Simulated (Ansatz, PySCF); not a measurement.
CClF2, SMILES F[C](F)Cl (connectivity only; charge and spin as stated), charge +1, multiplicity 1. Atoms are numbered in the order given.

```xyz
4

F      0.0000     1.0592    -1.0414
C      0.0000     0.0000    -0.3777
F      0.0000    -1.0592    -1.0414
Cl     0.0000     0.0000     1.2360
```
Charge +1, spin multiplicity 1.

The structure is a stationary point at ωB97X-D3(BJ)/def2-TZVP. The spin state was assumed, not searched. The isomer is the one that the SMILES or the coordinates give; other isomers of the formula were not compared.

Vertical ionisation energy (IE) and electron affinity (EA) in eV. Rows of orbital energies are one-electron estimates. Where ΔSCF, EOM or ADC give a negative EA the extra electron is unbound and the value depends on the basis.

```json
[
 {"level": "−ε(HOMO), −ε(LUMO), r2SCAN/def2-TZVPD (PySCF)", "IE": "16.56", "EA": "11.08"},
 {"level": "−ε(HOMO), −ε(LUMO), PBE/def2-TZVPD (PySCF)", "IE": "16.17", "EA": "11.28"},
 {"level": "ADC(2)/aug-cc-pVDZ (PySCF)", "IE": "20.35", "EA": "7.82"},
 {"level": "ΔSCF, PBE0/def2-SVPD (Ansatz), final states of multiplicity 2 and 2", "IE": "20.90", "EA": "7.79"},
 {"level": "ΔSCF, PBE/def2-SVPD (Ansatz), final states of multiplicity 2 and 2", "IE": "20.61", "EA": "7.47"}
]
```

Task: What vertical singlet–triplet gap does ΔSCF give with PBE0/def2-SVPD (Ansatz, an electronic-structure program) and with PBE/def2-SVPD (Ansatz)? (Estimate from the structure and the level; the computed values follow.)

Result: 5.39 and 5.34 eV (triplet above singlet where positive).

Task: Beyond the first one, list the lowest photoelectron lines from ADC(2)/aug-cc-pVDZ run with PySCF with their pole strengths (two spins summed). (An estimate is asked for; the answer gives what the named calculation found.)

Result: 20.99 eV (1.83), 23.13 eV (1.74), 23.22 eV (1.77), 23.69 eV (1.74), 26.80 eV (1.75).
